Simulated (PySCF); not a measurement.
## Structure from 2D NMR

Compound of formula C₅H₈F₂O₂Si. Correlations simulated from computed shifts and the bond graph:

HSQC (one-bond C–H):
```tsv
δH	δC
6.42	127.3
5.21	85.0
2.88	40.5
2.85	40.5
2.41	22.8
1.98	22.8
```

COSY cross peaks (H two or three bonds apart, from the bond graph; peaks can be absent where the dihedral angle is near 90°):
```tsv
δH	δH
6.42	5.47
6.42	4.71
5.47	4.71
5.21	2.41
5.21	1.98
2.88	2.85
2.88	2.41
2.88	1.98
2.85	2.41
2.85	1.98
2.41	1.98
```

HMBC (two and three bonds, from the bond graph):
```tsv
δH	δC
5.47	127.3, 85.0
5.21	215.4, 40.5, 22.8
4.71	127.3, 85.0
2.88	215.4, 85.0, 22.8
2.85	215.4, 85.0, 22.8
2.41	215.4, 85.0, 40.5
1.98	215.4, 85.0, 40.5
```

Carbons without hydrogens: δ 215.4.

No solvent, non-relativistic Hamiltonian, one computed conformer. Geometry from GFN2-xTB; NMR shieldings at PBE0/pcSseg-1/GIAO; PySCF 2.14.0 with density-fitted response routines.

Chemical shifts δ = σref − σ; TMS for ¹H and ¹³C, all at this level.

Exchangeable hydrogens are left out of these lists.

Q: Assemble the structure.

A: `O=C1CC[C@@H]1O[SiH2]C(F)F`.

Numbering as in the mapped SMILES `[O:1]=[C:2]1[CH2:3][CH2:4][C@@H:5]1[O:6][SiH2:7][CH:8]([F:9])[F:10]`; H(Xn) means a hydrogen on atom n. Ha(C3), Ha(C4) are cis to O6 on the ring; Ha(Si7) is pro-R; Hb(Si7) is pro-S; Hb(C3), Hb(C4) are trans to O6 on the ring.

- δC 215.4 is C2, a ketone carbonyl carbon.
- δC 127.3 is C8, an sp3 CH bonded to 2 F and Si (δH 6.42).
- δC 85.0 is C5, an sp3 CH bonded to O, α to a carbonyl (δH 5.21).
- δC 40.5 is C3, an sp3 CH2 α to a carbonyl (δH 2.88, 2.85).
- δC 22.8 is C4, an sp3 CH2 in a ring (δH 1.98, 2.41).
- HMBC from δH 5.21 reaches the proton-free carbon C2.
- HMBC from δH 2.88 reaches the proton-free carbon C2.
- HMBC from δH 2.85 reaches the proton-free carbon C2.
- HMBC from δH 2.41 reaches the proton-free carbon C2.
- COSY links 6.42–5.47, 6.42–4.71, 5.47–4.71, 5.21–2.41, 5.21–1.98, 2.88–2.85.

This is the structure that produced the data.

Shifts are as computed. Against solution values, carbons near 30 ppm lie about +3 ppm off and those near 130 ppm about +5 ppm. Of 1309 compounds with measured shifts, 239 miss one by over three times the rms of a fit or turn the order of signals round; such compounds aren't used in these exercises.
